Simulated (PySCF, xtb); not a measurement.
Sn(CF3)(H)3 (CH₃F₃Sn), SMILES F[C]([SnH3])(F)F.

GFN2-xTB (xtb) at its own geometry gives an orbital gap of 6.27 eV and a dipole moment of 3.60 D.

Geometry optimised at B3LYP-D3(BJ)/def2-SVP. The structure was generated by enumeration; whether it is a known compound was not checked. The def2 effective core potentials stand for the cores of Sn; spin–orbit coupling is left out.

Task: What does PBE/def2-TZVP run with PySCF give? (Estimate from the structure and the level; the computed values follow.)

Result: gap 6.36 eV (levels -7.42 and -1.05 eV), dipole 1.98 D.
